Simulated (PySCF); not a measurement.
# Two-component Hartree-Fock for W⁶⁴⁺ (tungsten, charge +64)

Start: [Ne]. Calculated with PySCF 2.14 in an uncontracted even-tempered set (17 s from 48 bohr⁻², ratio 2.4; 13 p from 62 bohr⁻², ratio 2.4; 5 d from 220 bohr⁻², ratio 2.6; 4 f from 330 bohr⁻², ratio 2.6): generalised Hartree-Fock with the X2C-1e Hamiltonian and a Gaussian nucleus; one run each with spin-orbit coupling (SO) switched off, then screened by Boettger's factors.

```csv
spinor shell,electrons,"ε, spin-free (eV)","ε, screened SO (eV)",weight of nominal j (screened SO),"rms radius, screened SO (bohr)"
1s1/2,2,-75575.6,-75559.8,1.000,0.0207
2s1/2,2,-17508.4,-17504.5,1.000,0.0823
2p1/2,2,-16025.9,-17028.4,1.000,0.0698
2p3/2,4,-16025.9,-15623.1,1.000,0.0768
```

```csv
quantity,spin-free,screened SO
E (hartree),-11053.04083,-11068.15817
M_J,0,0
⟨J²⟩,0.000,0.000
⟨L²⟩,0.000,0.034
⟨S²⟩,0.000,0.034
```

Breit and QED terms are absent; they matter most for the inner s and p1/2 levels.

Densities and radii are taken from the X2C orbitals without a picture-change correction, which distorts them close to the nucleus.

Without spin-orbit coupling the j labels of p, d and f shells carry no meaning; the spin-free column gives the mean over the occupied spinors of each nl shell.
